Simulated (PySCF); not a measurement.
Al(F)(Cl)(Me) (CH3AlClF), SMILES [CH3][Al]([F])[Cl].

Geometry: PBE0-D3(BJ)/def2-SVP.

Method: PySCF 2.14.0 with IEF-PCM-B3LYP/def2-SVP.

The values are the electrostatic part of the solvation free energy, E(continuum) − E(gas) at the gas-phase geometry, in a cavity of scaled van der Waals radii (PySCF's table); cavitation and dispersion terms are not included. A continuum can't describe solvent molecules that bind to the metal. In vacuum the orbital gap is 7.95 eV. The dipole moment in vacuum is 2.17 D.

Computed values in water (ε = 78.36), acetone (ε = 20.49), cyclohexanone (ε = 15.62):
```json
[
 {"solvent": "water", "ε": "78.36", "ΔG(elec) (kcal/mol)": "-6.4", "dipole (D)": "2.53", "gap (eV)": "8.18"},
 {"solvent": "acetone", "ε": "20.49", "ΔG(elec) (kcal/mol)": "-6.0", "dipole (D)": "2.51", "gap (eV)": "8.17"},
 {"solvent": "cyclohexanone", "ε": "15.62", "ΔG(elec) (kcal/mol)": "-5.9", "dipole (D)": "2.51", "gap (eV)": "8.16"}
]
```
